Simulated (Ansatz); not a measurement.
**Telling isomers of CF3NSi apart by their spectra**

These gas-phase data were calculated for one isomer of CF3NSi at PBE0-D4/def2-SVP (harmonic, unscaled wavenumbers; equilibrium rotational constants with average atomic masses):

```
rotational constants            : 5.917, 1.981, 1.729 GHz
all wavenumbers above 1500 cm⁻¹ : 1684
```

Candidates:

(1) `FC1=N[Si]1(F)F`, a singlet
(2) `N#C[Si](F)(F)F`, a singlet

Which structure fits?

Candidate (1). No mode falls between 2050 and 2420 cm⁻¹, where the C≡N stretch of (2) would stand.

The same quantities for all candidates:

```tsv
	rotational constants (GHz)	wavenumbers above 1500 cm⁻¹	E above the lowest, PBE0-D4/def2-SVP (kcal/mol)
(1)	5.917, 1.981, 1.729	1684	66.6
(2)	3.949, 2.156, 2.156	2383	0.0
```

Programs: Ansatz 0.2.0.
